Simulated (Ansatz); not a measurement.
Spectroscopic constants of NaBe, multiplicity 2 (lowest of 2S+1 = 2, 4 at CCSD(T)/def2-TZVPP on PBE0 minima; our sources give no spin for the ground state, which may be another).

D_e counts from the fitted minimum to each atom's lowest state at the same level, without counterpoise.

Programs: Ansatz (Gaussian orbitals). 

One of these levels gives 4.58 kcal/mol for the bond energy D_e. Name it.
A. PBE/def2-TZVPP
B. PBE0/def2-TZVPP
C. BHLYP/def2-TZVPP
D. wB97X-V/def2-TZVPP

D, wB97X-V/def2-TZVPP. The others give 9.89 (PBE/def2-TZVPP), 8.30 (PBE0/def2-TZVPP), 5.20 (BHLYP/def2-TZVPP)

Ansatz is a quantum-chemistry and plane-wave program.
